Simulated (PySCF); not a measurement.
Gas-phase reaction: 3 Ge2H6 + 2 SiH4 + 2 Si2H5 = 6 H3SiGeH3

Computed with PySCF and rigid-rotor harmonic-oscillator thermochemistry at 1 bar. † marks an energy on the PBE0/def2-TZVP geometry and frequencies; other levels use their own. Open shells (unrestricted): Si2H5 (multiplicity 2); the rest are closed-shell singlets. Ge: all electrons, no relativistic terms. Si2H5: computed as isolated molecules; such fragments, hydroxides, amides, oligomers or adducts are transient or little studied in the gas. The harmonic model lacks anharmonicity and excited electronic states, which grow with temperature; levels with a mode under 35 cm⁻¹ are left out. Internal rotation in Ge2H6, Si2H5, H3SiGeH3 is treated as a harmonic vibration of one conformer, which makes the entropy rough.

ΔH° and ΔS° at 298 K: HF/def2-TZVP† -203 kJ, -137 J/K; M06-2X/def2-TZVP† -271 kJ, -137 J/K; PBE/def2-SVP -282 kJ, -137 J/K; LDA/def2-TZVP† -328 kJ, -137 J/K; ωB97M-V/def2-TZVP† -302 kJ, -137 J/K.

Q: With the heat capacities included, give log10 K (1 bar) at 600, 1000, 1400, 1800, 2500 K from HF/def2-TZVP†, M06-2X/def2-TZVP†, PBE/def2-SVP, LDA/def2-TZVP†, ωB97M-V/def2-TZVP†.

A: 
```json
[
 {"T (K)": "600", "HF/def2-TZVP†": "10.6", "M06-2X/def2-TZVP†": "16.5", "PBE/def2-SVP": "17.5", "LDA/def2-TZVP†": "21.4", "ωB97M-V/def2-TZVP†": "19.2"},
 {"T (K)": "1000", "HF/def2-TZVP†": "3.7", "M06-2X/def2-TZVP†": "7.3", "PBE/def2-SVP": "7.8", "LDA/def2-TZVP†": "10.2", "ωB97M-V/def2-TZVP†": "8.9"},
 {"T (K)": "1400", "HF/def2-TZVP†": "0.9", "M06-2X/def2-TZVP†": "3.4", "PBE/def2-SVP": "3.8", "LDA/def2-TZVP†": "5.5", "ωB97M-V/def2-TZVP†": "4.5"},
 {"T (K)": "1800", "HF/def2-TZVP†": "-0.7", "M06-2X/def2-TZVP†": "1.3", "PBE/def2-SVP": "1.6", "LDA/def2-TZVP†": "2.9", "ωB97M-V/def2-TZVP†": "2.2"},
 {"T (K)": "2500", "HF/def2-TZVP†": "-2.1", "M06-2X/def2-TZVP†": "-0.7", "PBE/def2-SVP": "-0.5", "LDA/def2-TZVP†": "0.5", "ωB97M-V/def2-TZVP†": "-0.1"}
]
```
